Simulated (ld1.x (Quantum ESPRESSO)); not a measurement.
**Reading a pseudo-wave (Tm)**

Columns: radius, all-electron u(r) and pseudo u(r) of the 5s shell (level -53.37 eV) of thulium in the configuration [Kr] 4d10 4f13 5s2 5p6 5d0 6s2 6p0; PBE, scalar-relativistic, TM scheme, ld1.x (Quantum ESPRESSO) 7.5.

```
r (bohr)  all-electron  pseudo
   0.135        0.3093  0.1697
   0.270       -0.1338  0.3344
   0.405       -0.5616  0.4893
   0.540       -0.2078  0.6295
   0.675        0.3458  0.7498
   0.810        0.7677  0.8444
   0.945        0.9944  0.9072
   1.080        1.0631  0.9330
   1.215        1.0286  0.9190
   1.350        0.9369  0.8672
   1.485        0.8200  0.7853
   1.620        0.6980  0.6849
   1.755        0.5823  0.5789
   1.890        0.4785  0.4781
   2.025        0.3888  0.3888
   2.160        0.3131  0.3131
   2.295        0.2504  0.2504
   2.430        0.1991  0.1991
   2.565        0.1576  0.1576
   2.700        0.1243  0.1243
   2.835        0.0978  0.0978
   2.970        0.0767  0.0767
   3.105        0.0601  0.0601
   3.240        0.0470  0.0470
   3.375        0.0367  0.0367
   3.510        0.0286  0.0286
```

Task: How many radial nodes do the two functions have?

Result: The all-electron 5s function has n − l − 1 = 4 (the table is too coarse to show those close to the nucleus); the pseudo-wave has 0, since the states of the same l below it are removed with the core.

Task: At about which radius was the pseudo-wave matched?

Result: 2.15 bohr. The columns agree to 0.0005 from 1.89 bohr on; several derivatives are matched, so the curves merge somewhat inside the radius.

Task: Where does each function peak?

Result: Outermost all-electron maximum near 1.08 bohr, pseudo maximum near 1.08 bohr (to the table’s step).

Task: Is the pseudo-wave norm-conserving?

Result: Yes: the TM scheme keeps the norm inside the radius equal to the all-electron one, which fixes the energy derivative of the logarithmic derivative at the level.
